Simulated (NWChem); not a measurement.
System: PbCl cation, singlet; SMILES [Cl][Pb+]

The following NWChem deck was run.

```
start job
memory heap 200 mb stack 700 mb global 900 mb
charge 1
geometry units angstroms noautoz
  Pb     0.000000     0.000000    -0.414959
  Cl     0.000000     0.000000     1.974264
end
basis spherical
  Pb library def2-tzvp
  Cl library def2-tzvp
end
ecp
  Pb library def2-ecp
end
dft
  xc xpbe96 cpbe96
  iterations 150
  mulliken
end
task dft energy
```

Low-valent species are run as closed-shell singlets; no triplet was tried in these runs. All runs use the structure optimised with PBE0/def2-SVP. def2 effective core potentials on Pb; no spin-orbit coupling.

Task: Give the results of this calculation. (PBE/def2-TZVP with def2 effective core potentials on Pb.) Quantities: energy (Ha); highest occupied level (eV); orbital gap (eV).

Result: 
```yaml
energy (Ha): -652.72
highest occupied level (eV): -13.31
orbital gap (eV): 3.70
```
